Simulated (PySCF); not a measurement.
Saddle point of Si$_{2}$H$_{7}$ClO, singlet (Si₂H₆O ([SiH3][O][SiH3]) + HCl → Si₂H₅ClO ([SiH3][O][SiH2][Cl]) + H₂; bonds formed: Si1–Cl8, H2–H7; bonds broken: Si1–H2, H7–Cl8), PBE0-D4/def2-TZVP structure:

```
11
angstrom
Si -0.7710 0.9282 -0.4558
H 0.2738 2.0781 -1.1881
O -0.4888 -0.6516 -0.4054
Si 0.3355 -1.7970 0.4741
H -1.4858 1.0755 -1.7504
H -1.5078 1.6443 0.5949
H 0.7546 1.9241 -0.4499
Cl 1.2526 1.2620 1.0738
H 0.1397 -1.5921 1.9269
H 1.7691 -1.7834 0.1118
H -0.2720 -3.0880 0.0680
```

Energies are electronic, without zero-point energy. Barriers and step energies count from the start structure reached by relaxing down the imaginary mode; all methods use the PBE0-D4 structures, on which another method's saddle can fall below an end. Program: PySCF 2.14 with density fitting (its default auxiliary sets; JK sets also for MP2 and CCSD(T)). Basis: def2-TZVPP, with def2-QZVPP for the basis limit. Cores are frozen in the correlated methods. B3LYP uses VWN-RPA correlation. Extrapolation: Hartree–Fock as exp(−7.88 √X), correlation as X^−2.97.

```tsv
method	barrier (kJ/mol)	step energy (kJ/mol)
SPW92	82.6	-74.7
PBE-D4	?	-82.9
r2SCAN-D4	117.8	-88.3
PBE0-D4	?	-82.7
B3LYP-D4	?	-81.9
BHLYP-D4	155.2	-81.5
wB97M-V	138.1	-84.7
HF	204.5	-80.5
MP2	143.4	-88.8
CCSD	163.4	-77.8
CCSD(T)	152.9	-79.9
```

(1) Fill in the withheld barriers. (To be estimated.)

The T1 diagnostic stays at or below 0.013.

Results:

(1) The calculation gives: PBE-D4 108.1; B3LYP-D4 137.4; PBE0-D4 124.1 kJ/mol. Each is the energy of the saddle less that of the start structure, by the same method.

For comparison, the barrier by CCSD(T) at an estimated basis limit (MP2 extrapolated from triple and quadruple zeta, plus CCSD(T) − MP2 in triple zeta) is 140.6 kJ/mol.

Labels in which every atom is bracketed show which atoms are joined, not bond orders.

For scale, one of the runs: CCSD(T)/def2-TZVPP, 255 basis functions, launched by `OMP_NUM_THREADS=4 python run.py`. The run took 35 min on 4 CPU threads of an Intel Xeon (shared host), with 5.4 GiB of host memory at its peak.
